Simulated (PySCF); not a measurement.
**Two-component Hartree-Fock for Re⁷⁰⁺ (rhenium, charge +70)**

Start: [He] 2s2 2p1; 2p3/2 filled at m_j = +3/2. Calculated with PySCF 2.14 in an uncontracted even-tempered set (16 s from 57 bohr⁻², ratio 2.4; 13 p from 74 bohr⁻², ratio 2.4; 5 d from 240 bohr⁻², ratio 2.6; 4 f from 360 bohr⁻², ratio 2.6): generalised Hartree-Fock with the X2C-1e Hamiltonian and a Gaussian nucleus; one run each with spin-orbit coupling (SO) screened by Boettger's factors, then bare. This is a chosen level, not necessarily the ground level.

| spinor shell | electrons | ε, screened SO (eV) | ε, bare SO (eV) | weight of nominal j (bare SO) | rms radius, bare SO (bohr) |
| --- | --- | --- | --- | --- | --- |
| 1s1/2 | 2 | -80347.2 | -80347.5 | 1.000 | 0.0203 |
| 2s1/2 | 2 | -19664.2 | -19664.3 | 1.000 | 0.0791 |
| 2p3/2 | 1 | -17876.6 | -17865.2 | 1.000 | 0.0732 |

```tsv
quantity	screened SO	bare SO
E (hartree)	-8203.86745	-8203.44901
M_J	3/2	3/2
⟨J²⟩	3.750	3.750
⟨L²⟩	2.000	2.000
⟨S²⟩	0.750	0.750
```

Each row is a mean over spinors that exchange with the open shell spreads, by up to 66.745 eV (2s1/2).

Breit and QED terms are absent; they matter most for the inner s and p1/2 levels.

Densities and radii are taken from the X2C orbitals without a picture-change correction, which distorts them close to the nucleus.
